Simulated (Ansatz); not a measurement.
Two spin states of BRh, each at its own minimum; 2S+1 = 1, 3, 5 were tried, and our sources give no spin for the ground state. No spin–orbit coupling.

```csv
level,energy of the multiplicity-3 state above the multiplicity-1 state (kJ/mol)
PBE/def2-TZVPP,78.0
PBE0/def2-TZVPP,68.7
wB97X-V/def2-TZVPP,90.1
CCSD/def2-TZVPP,69.9
CCSD(T)/def2-TZVPP,81.0
```

The rows run from 68.7 (PBE0/def2-TZVPP) to 90.1 kJ/mol (wB97X-V/def2-TZVPP). The 3 functionals in def2-TZVPP without D3 or D4 span 21.4, from PBE0 to wB97X-V.

Each state is the lowest solution found for its spin in def2 and cc sets. The singlet is a restricted closed-shell determinant, which can mix singlet states where a π or δ shell is part-filled.

Correlated levels freeze the inner cores; with def2 sets outer-core shells near the valence are correlated too.

Doubts at one or more of the structures used: a restricted determinant that unrestricted orbitals would lower (CCSD/def2-TZVPP, CCSD(T)/def2-TZVPP).

Codes used: Ansatz (a program for electronic structure).  In def2 rows elements past Kr take small-core potentials, without spin–orbit coupling.
